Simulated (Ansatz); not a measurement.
`[CH3][In]([CH3])[OH]` + H₂O → `[CH3][In]([OH])[OH]` + CH₄  (formal hydrolysis of the In–C bond)

Gas-phase electronic energies from Ansatz, PBE0-D4/def2-TZVP geometries. CCSD(T)/CBS adds triple-zeta CCSD(T) − MP2 to the extrapolated MP2 energy (def2 sets, frozen cores). This one scheme is used for every species. Functionals use def2-TZVPP. B3LYP here is the variant with VWN-RPA as its local correlation; programs differ in this. def2 core potentials past Kr. For In outer-core shells are correlated without core-valence functions, which leaves a few kJ/mol of doubt a bond. One conformer a species, not always the lowest.

`[CH3][In]([CH3])[OH]`:

Cartesian coordinates in Å:
```
C 1.182 0.865 -1.371
In 0.090 -0.062 0.230
C -1.917 -0.715 0.569
O 1.193 -0.456 1.860
H 2.049 1.395 -0.975
H 0.553 1.565 -1.921
H 1.531 0.098 -2.065
H -1.999 -1.071 1.596
H -2.175 -1.526 -0.114
H -2.622 0.102 0.410
H 2.113 -0.195 1.782
```

H₂O:

Cartesian coordinates in Å:
```
O 0.274 0.024 0.276
H -0.254 0.739 -0.087
H -0.020 -0.763 -0.189
```

`[CH3][In]([OH])[OH]`:

Cartesian coordinates in Å:
```
C -0.482 -1.484 -0.535
In 0.047 0.421 0.250
O -0.804 1.268 1.826
O 1.436 1.701 -0.386
H -0.686 -1.400 -1.602
H 0.343 -2.180 -0.386
H -1.367 -1.855 -0.020
H -0.412 2.126 2.010
H 1.926 1.403 -1.156
```

CH₄:

Cartesian coordinates in Å:
```
C 0.000 0.000 0.000
H -0.632 -0.792 -0.400
H 1.039 -0.329 -0.001
H -0.307 0.230 1.020
H -0.099 0.891 -0.619
```

```tsv
level	ΔE (eV)
B3LYP-D4	-0.64
BHLYP-D4	-0.62
CAM-B3LYP-D4	-0.65
PBE-QIDH	-0.56
r2SCAN0	-0.60
MP2/def2-SVP	-0.73
HF/def2-QZVPP	-0.69
MP2/def2-QZVPP	-0.57
```

(1) What does CCSD(T)/CBS give? (Best estimate.)

Largest T1 diagnostic among the species: 0.016.

## Answers

(1) Ansatz gave: -0.58 eV. The listed levels differ from it by -0.06, -0.04, -0.07, 0.02, -0.02, -0.15, -0.11, 0.01 eV.

From r2SCAN to r2SCAN0 (25 % exact exchange), in def2-TZVPP and without D4, ΔE moves by +0.06 eV. At CCSD(T), def2-SVP lies −0.11 eV from the extrapolated value and def2-TZVPP +0.02 eV. Leaving LDA and LC-ωPBE aside and taking each functional with its dispersion term where it has one, the values, not all of them listed here, spread over 0.16 eV, from B97M-V to HSE06-D4. LDA lies +0.08 eV from PBE without D4.
